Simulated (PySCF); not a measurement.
Exercise with solution: dipole moment from atomic charges

Se(F)(OSiH3) (FH3OSeSi), SMILES F[Se]O[SiH3]. Atoms are numbered in the order given.

```xyz
7

Se    -0.2100     0.5556     0.7856
F     -1.8528     0.2784     0.1247
O      0.6609    -0.8540     0.0765
Si     1.0676    -0.8532    -1.5931
H     -0.1368    -1.1807    -2.4254
H      2.1033    -1.9282    -1.7305
H      1.6161     0.4898    -1.9846
```

Coordinates come from a PBE-D3(BJ)/def2-SVP optimisation. A frequency run showed that this geometry is not a minimum. The values are those of a single conformer.

Charges (e) from PySCF with PBE0/def2-TZVP:

```tsv
atom	ESP fit	IAO
Se1	0.283	0.769
F2	-0.206	-0.472
O3	-0.308	-0.758
Si4	0.455	0.837
H5	-0.064	-0.127
H6	-0.058	-0.119
H7	-0.102	-0.131
```

The dipole moment of the full density is 1.82 D.

Question: What dipole moment does each set of point charges give, and which comes closer to that of the density?

Answer: 
μ = Σ q r, and 1 e Å = 4.8032 D.
ESP fit: Σ q r = (0.326, 0.112, -0.094) e Å, |μ| = 1.72 D.
IAO: Σ q r = (0.661, 0.544, -0.072) e Å, |μ| = 4.13 D.
ESP fit comes closer in size. Point charges leave out the atoms' own dipoles (lone pairs, polarised bonds); fits to the potential absorb them, partitions of the density don't.
